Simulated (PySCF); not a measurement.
# Working out the ionisation energy of Fe²⁺

Fe²⁺ [Ar] 3d6 (5D) → Fe³⁺ [Ar] 3d5 (6S). Calculation: PySCF 2.14, in x2c-TZVPPall with one added diffuse shell each of s, p, d, f type (7s6p5d3f1g, 80 functions); the spin-free X2C one-electron Hamiltonian (Gaussian nucleus). Frozen: [Ne]. Energies in hartree (1 hartree = 27.21139 eV):

```csv
part,Fe²⁺ (lower),Fe³⁺ (upper)
UHF,-1270.539147,-1269.498861
CCSD correlation,-0.440626,-0.374053
(T),-0.007522,-0.005304
```

**Question.** What does Hartree-Fock give?

**Answer.** (-1269.498861) − (-1270.539147) = 1.040286 hartree = 28.308 eV.

**Question.** What do CCSD and CCSD(T) give?

**Answer.** The CCSD correlation energies differ by 0.066573 hartree = 1.812 eV and the triples by 0.002218 hartree = 0.060 eV, so CCSD gives 30.120 eV and CCSD(T) 30.180 eV.

Reference: 30.651 ± 0.012 eV (measured; NIST Atomic Spectra Database, ionization energies), between the lowest levels; spin-orbit coupling is absent from the calculation.

What remains against the reference includes basis incompleteness, the frozen core and higher excitations.
